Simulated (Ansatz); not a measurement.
**Pulling the pair apart**

The pair of Li⁺ (SMILES [Li+], atom 1) and HBr (SMILES Br, atoms 2–3), both closed shells, in one local arrangement (a lower one may exist), relaxed at PBE0-D4/def2-TZVP:

```json
{"atom": "Li1", "x (Å)": "0.1521", "y (Å)": "0.2641", "z (Å)": "-1.7639"}
{"atom": "Br2", "x (Å)": "-0.3706", "y (Å)": "-0.6435", "z (Å)": "0.4786"}
{"atom": "H3", "x (Å)": "0.2186", "y (Å)": "0.3794", "z (Å)": "1.2852"}
```

HBr is shifted rigidly along the line between the mean atom positions of the two fragments (negative: closer). Counterpoise interaction energies in kcal/mol. Program: Ansatz 0.2.0. Basis: def2-TZVPPD. Cores are frozen in the correlated methods. Filled d shells of the heavier atoms are correlated. The outer core shell of Li, Na, Mg and K is correlated. The def2 sets are not built for correlating such inner shells, so the correlated values are less sure here. B3LYP uses VWN-RPA correlation.

| shift (Å) | B3LYP-D4 | PBE0-D4 | wB97M-V |
| --- | --- | --- | --- |
| -0.25 | -14.90 | -14.90 | -13.94 |
| -0.12 | -16.89 | -16.81 | -15.98 |
| 0.00 | -17.50 | -17.35 | -16.63 |
| 0.12 | -17.25 | -17.03 | -16.41 |
| 0.30 | -16.13 | -15.81 | -15.29 |
| 0.62 | -13.82 | -13.07 | -12.29 |
| 1.24 | -8.82 | -8.04 | -7.19 |
| 2.48 | -3.19 | -3.02 | -2.70 |

**Question.** What does CCSD(T) give at these shifts? (An estimate is asked for; the value comes from the calculation.)

**Answer.** By the calculation: -12.17, -14.44, -15.27, -15.18, -14.22, -11.47, -6.77, -2.58 kcal/mol. For zero shift, CCSD(T) at an estimated basis limit (MP2 extrapolated from triple and quadruple zeta, plus CCSD(T) − MP2 in triple zeta) gives -16.38 kcal/mol. These are counterpoise interaction energies, counted from the two frozen fragments.

No T1 diagnostic of these runs exceeds 0.006.

For scale, one of the runs: CCSD(T)/def2-TZVPPD, 96 basis functions, launched by `ansatz run in.yaml --threads 2 --pin off --events-out ev --progress --plain --max-ram 5222MiB`. The run took about 2.2 s on 2 CPU threads (shared host).
